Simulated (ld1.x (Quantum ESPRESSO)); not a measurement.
Reading a pseudo-wave (magnesium)

Columns: radius, all-electron u(r) and pseudo u(r) of the 3p shell (level -2.62 eV) of magnesium in the configuration [He] 2s2 2p6 3s1.75 3p0; PBEsol, scalar-relativistic, PAW scheme, ld1.x (Quantum ESPRESSO) 7.5.

| r (bohr) | all-electron | pseudo |
| --- | --- | --- |
| 0.082 | 0.0389 | 0.0226 |
| 0.165 | 0.1002 | 0.0868 |
| 0.248 | 0.1472 | 0.1803 |
| 0.330 | 0.1727 | 0.2834 |
| 0.413 | 0.1789 | 0.3790 |
| 0.495 | 0.1700 | 0.4474 |
| 0.578 | 0.1501 | 0.4782 |
| 0.660 | 0.1231 | 0.4658 |
| 0.742 | 0.0915 | 0.4140 |
| 0.825 | 0.0565 | 0.3308 |
| 0.908 | 0.0201 | 0.2304 |
| 0.990 | -0.0162 | 0.1281 |
| 1.072 | -0.0524 | 0.0343 |
| 1.155 | -0.0882 | -0.0448 |
| 1.238 | -0.1229 | -0.1061 |
| 1.320 | -0.1558 | -0.1515 |
| 1.402 | -0.1873 | -0.1868 |
| 1.485 | -0.2176 | -0.2176 |
| 1.568 | -0.2463 | -0.2463 |
| 1.650 | -0.2731 | -0.2731 |
| 1.733 | -0.2987 | -0.2987 |
| 1.815 | -0.3225 | -0.3225 |
| 1.898 | -0.3450 | -0.3450 |
| 1.980 | -0.3658 | -0.3658 |
| 2.062 | -0.3851 | -0.3851 |
| 2.145 | -0.4031 | -0.4031 |

Problem. How many radial nodes do the two functions have?

Solution. The all-electron 3p function has n − l − 1 = 1; the pseudo-wave has 1, since 1 lower shell of the same l stays in the valence.

Problem. At about which radius was the pseudo-wave matched?

Solution. 1.50 bohr, where the columns begin to agree (steps of 0.08 bohr).

Problem. Is the pseudo-wave norm-conserving?

Solution. No, it belongs to a PAW set: the norm inside the radius is not constrained, and the difference is carried by the augmentation charge.
